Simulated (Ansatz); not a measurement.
# Ligand exchange: Sn(CH3)2F2 + C3H5F → Sn(CH3)F3 + C4H8

Species: Sn(CH3)2F2 (dimethyltin fluoride), singlet; C3H5F `C/C=C/F`, singlet; Sn(CH3)F3, singlet; C4H8 (trans-2-butene) `C/C=C/C`, singlet. The partners trade CH3 for F: Sn–CH3 and C–F bonds give way to Sn–F and C–CH3.

Shapes, held fixed at every level: PBE0-D4/def2-TZVP. Programs: Ansatz 0.2.0. The zero-point and thermal change to 298 K, harmonic and unscaled (PBE0-D4/def2-TZVP), is +3.0 kJ/mol.

```
                level                   kind  ΔH(298 K) (kJ/mol)  less CCSD(T)/def2-TZVPP
          HF/def2-SVP           Hartree–Fock               -89.3                     +2.5
     SPW92/def2-TZVPP                    LDA               -79.6                    +12.2
 r2SCAN-D4/def2-TZVPP               meta-GGA               -93.7                     -1.9
  BHLYP-D4/def2-TZVPP          global hybrid               -94.2                     -2.4
r2SCAN0-D4/def2-TZVPP          global hybrid               -92.6                     -0.8
      CCSD/def2-TZVPP  coupled cluster or CI               -92.1                     -0.3
   CCSD(T)/def2-TZVPP  coupled cluster or CI               -91.8                      0.0
```

The highest level, CCSD(T)/def2-TZVPP, gives ΔH(298 K) = -91.8 kJ/mol; the levels span -94.2 to -79.6. The column of differences is taken from that level and isn't an error. No measured value is set beside it here. For atoms past krypton def2 sets carry core potentials with scalar relativity. Outer-core shells of Sn are correlated, in sets that cover them unevenly.
